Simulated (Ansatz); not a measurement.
Consider the cleavage of the Ge–Si bond: `ClB(Cl)[SiH2][GeH3]` + NH₃ → `[NH2][GeH3]` + `[SiH3]B(Cl)Cl`.

Isolated molecules relaxed with PBE0-D4/def2-TZVP in Ansatz; ΔE leaves out vibrations. CCSD(T)/CBS adds triple-zeta CCSD(T) − MP2 to the extrapolated MP2 energy (def2 sets, frozen cores). This one scheme is used for every species. For Ge outer-core shells are correlated without core-valence functions, which leaves a few kJ/mol of doubt a bond. Scalar relativity is left out up to krypton. Each species was taken in one conformer, which may not be the lowest.

| species | CCSD(T)/CBS(def2) energy (Eh) |
| --- | --- |
| `ClB(Cl)[SiH2][GeH3]` | -3312.61752 |
| NH₃ | -56.50880 |
| `[NH2][GeH3]` | -2133.81884 |
| `[SiH3]B(Cl)Cl` | -1235.29546 |

Question: Work out ΔE.

Answer: ΔE = (-2133.81884) + (-1235.29546) − (-3312.61752) − (-56.50880) = 0.01202 Eh = +7.5 kcal/mol.

Largest T1 diagnostic among the species: 0.013.

In def2-TZVPP, CCSD(T) changes the Hartree–Fock value by +5.0 kcal/mol (the triples alone add +0.6 kcal/mol) and MP2 by +4.7 kcal/mol. The D4 term adds +1.6 kcal/mol with B3LYP and +1.0 kcal/mol with PBE0; it sums over pairs of atoms, weighted by their polarisabilities, and B3LYP, whose exchange is more repulsive, gets the larger term.

B3LYP here is the variant with VWN-RPA as its local correlation; programs differ in this.
